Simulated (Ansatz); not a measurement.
A structure relaxed at PBE0-D4/def2-TZVP, charge 0, multiplicity 1:

Cartesian coordinates in Å:
```
C 0.6503 1.1203 1.4947
N 0.1504 0.0328 0.6877
B -0.1372 0.0018 -0.6711
C -0.6777 -1.2775 -1.3936
Cl 0.1181 1.4808 -1.6422
H -0.0496 1.3736 2.2964
H 1.6138 0.8685 1.9474
H 0.7865 2.0007 0.8693
H -0.0072 -0.8214 1.1991
H -0.8058 -2.1299 -0.7212
H -0.0002 -1.5783 -2.1981
H -1.6414 -1.0714 -1.8684
```

(1) Give its formula and SMILES.

(2) Point group (tolerance 0.08 Å, 0.16 Å for H)?

(3) Summarise the bond lengths by kind.

Results:

(1) C2H7BClN, `CNB(C)Cl`.

(2) Cs.

(3) 1 × C–N 1.444 Å; 6 × C–H 1.088 to 1.094 Å; 1 × B–N 1.389 Å; 1 × H–N 1.008 Å; 1 × B–C 1.566 Å; 1 × B–Cl 1.788 Å.

Computed with Ansatz.
